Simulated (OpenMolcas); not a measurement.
# Au²⁺: effect of correlating more closed shells

```
Program             : OpenMolcas 26.06
Basis               : ANO-RCC-VTZP [8s7p5d3f1g]
Scalar Hamiltonian  : DKH2, point nucleus
Active space        : 9 electrons in 6 orbitals (5d 6s)
State averaging     : 2S+1 = 2 even, 30 roots; 2S+1 = 4 even, 10 roots kept (CI in the orbitals of an earlier block)
Spin-orbit coupling : RASSI with atomic mean-field integrals over the reference wave functions, term energies averaged over their components
```

Methods on the same reference wave functions:
A. CASSCF
B. MS-CASPT2, IPEA 0.25 Eh, imaginary shift 0.1 Eh (closed shells correlated: none)
C. MS-CASPT2, IPEA 0.25 Eh, imaginary shift 0.1 Eh (closed shells correlated: 5s 5p)

Energies in cm⁻¹ above 5d⁹ ²D_5/2, the measured ground level; measured values from Iglesias, J. Res. Natl. Bur. Stand. 64A, 481 (1960).

| Level | A | B | C | Measured |
| --- | --- | --- | --- | --- |
| 5d⁹ ²D_5/2 | 0.0 | 0.0 | 0.0 | 0.0 |
| 5d⁹ ²D_3/2 | 13194 | 13330 | 13300 | 12694 |
| 5d⁸ 6s ⁴F_9/2 | 25812 | 30870 | 27360 | 29754 |
| 5d⁸ 6s ⁴F_7/2 [61 %] | 31556 | 35810 | 32440 | 35077 |
| 5d⁸ 6s ²F_7/2 [60 %] | 43180 | 46510 | 43280 | 45740 |
| 5d⁸ 6s ⁴P_1/2 | 49753 | 51080 | 47680 | 49439 |
| 5d⁸ 6s ²G_9/2 | 57924 | 60320 | 56220 | 57819 |
| 5d⁸ 6s ²G_7/2 | 58384 | 60710 | 56660 | 58585 |
| 5d⁸ 6s ²P_1/2 | 59939 | 59530 | 56250 | 58327 |

Deviations, from unrounded energies. A percentage is the sum of absolute deviations over the sum of measured energies, with the sign that they share, or ± where signs differ.

```tsv
Against measurement	Levels	A	B	C
mean absolute deviation (cm-1)	8	1600	1300	1900
fine structure of the ground term (%)	1	+3.9	+5.0	+4.8
other configurations (%)	7	±3.7	+3.0	-4.4
```

B lies closest to measurement on these levels and C furthest from it. The largest miss of B in the table is 5d⁸ 6s ²G_9/2, by +2500 cm-1. The ranking rests on the paired levels alone, and a cruder setting can come out closer through cancelling errors.

Between B and C the level of the table that moves most is 5d⁸ 6s ²G_9/2, by 4100 cm-1 (lowest in C, highest in B). Moves below CASPT2's spread within the term are not significant.

The mean deviations of B to C differ by less than CASPT2's widest spread within a term (860 cm-1), so their order carries little weight.

The lowest spin-free term lies below A's lowest term by 0.256 hartree in B, 0.467 hartree in C.

What an inner shell adds also hangs on whether the basis holds functions to correlate it.

Term energies are means over components that CASPT2 splits; among the terms shown or strongly mixed into the levels shown the widest spread is 860 cm-1 (5d⁸ 6s ²F, C). Terms from blocks run as CI alone lack orbitals of their own. A single d shell beside an s shell can misplace configurations of different d count against each other. Without dynamic correlation excited terms often stand tens of per cent too high (terms of higher spin than the ground term too low), and those without a measured partner can miss by more than the paired ones (holds for A). The CASPT2 spread within a term exceeds the gap to the next term for 5d⁸ 6s ²P and 5d⁸ 6s ²G, so the order of their levels is uncertain (holds for C). Computed and measured levels are paired by configuration, term and J; levels that our copy of the source lacks, or whose pairing is in doubt (as where it misses far off the trend of its configuration), stay unpaired and out of the deviations. Levels of configurations outside the active space are missing. The table leaves out levels that lie high or whose names do not pair safely across all columns.

A share in square brackets marks a mixed level and gives the weight of the term that names it, the lowest over the columns.
